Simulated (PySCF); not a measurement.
Species: C6H14P (charge +1).
Numbering: `[CH3:1][C@@H:2]1[CH2:3][CH2:4][C@@H:5]([CH3:6])[PH2+:7]1` (hydrogens: H8, H9, H10 on C1; H11 on C2; H12, H13 on C3; H14, H15 on C4; H16 on C5; H17, H18, H19 on C6; H20, H21 on P7)

The same species was optimised twice, with GFN2-xTB and with PBE0-D3(BJ)/def2-SVP (PySCF), and the same property calculations (PySCF, gas phase) were run on both structures.

```tsv
coordinate	GFN2-xTB	PBE0-D3(BJ)/def2-SVP	change
C1–C2 (Å)	1.525	1.520	-0.005
C5–C6 (Å)	1.525	1.521	-0.004
C3–C4 (Å)	1.526	1.524	-0.002
C5–P7 (Å)	1.834	1.837	+0.003
C2–C3 (Å)	1.542	1.542	0.000
C2–P7 (Å)	1.834	1.834	0.000
C4–C5 (Å)	1.542	1.542	0.000
C1–C2–P7 (°)	113.6	115.9	+2.3
C6–C5–P7 (°)	113.6	115.6	+2.0
C1–C2–C3 (°)	114.7	116.4	+1.7
C4–C5–C6 (°)	114.6	116.1	+1.5
C2–P7–C5 (°)	98.5	99.6	+1.1
C3–C4–C5 (°)	107.6	108.7	+1.1
C3–C2–P7 (°)	102.1	101.2	-0.9
C2–C3–C4 (°)	107.6	108.4	+0.8
```

Rotational constants: A = 3820, B = 1614, C = 1236 MHz (GFN2-xTB) against A = 3855, B = 1579, C = 1217 MHz (PBE0-D3(BJ)/def2-SVP).

On the GFN2-xTB structure: HOMO (eV) -13.72 [PBE0/pcSseg-1]; LUMO (eV) -4.71 [PBE0/pcSseg-1]; GIAO shielding of C1/C6 (mean) (ppm) 169.1 [PBE0/pcSseg-1]; GIAO shielding of C2/C5 (mean) (ppm) 148.4 [PBE0/pcSseg-1]; GIAO shielding of C3/C4 (mean) (ppm) 145.5 [PBE0/pcSseg-1]; GIAO shielding of P7 (ppm) 337.5 [PBE0/pcSseg-1].

Task: What do these properties become on the PBE0-D3(BJ)/def2-SVP structure?

Result: 
```
                                    property          level  on GFN2-xTB  on PBE0-D3(BJ)/def2-SVP  change
                                   HOMO (eV)  PBE0/pcSseg-1       -13.72                   -13.64   +0.08
                                   LUMO (eV)  PBE0/pcSseg-1        -4.71                    -4.60   +0.11
energy, GFN2-xTB geometry as zero (kcal/mol)  PBE0/pcSseg-1          0.0                     -1.4    -1.4
        GIAO shielding of C1/C6 (mean) (ppm)  PBE0/pcSseg-1        169.1                    168.5    -0.6
        GIAO shielding of C2/C5 (mean) (ppm)  PBE0/pcSseg-1        148.4                    148.4     0.0
        GIAO shielding of C3/C4 (mean) (ppm)  PBE0/pcSseg-1        145.5                    145.9    +0.4
                  GIAO shielding of P7 (ppm)  PBE0/pcSseg-1        337.5                    331.5    -6.0
```

The heavy atoms differ by 0.032 Å rms after alignment. Among bonds between heavy atoms C1–C2 and C5–C6 change most and about equally (-0.005 to -0.004 Å). Changes are differences of the printed values. Neither structure is proved a minimum here. Geometry: PBE0-D3(BJ)/def2-SVP, one conformer, isolated ion.
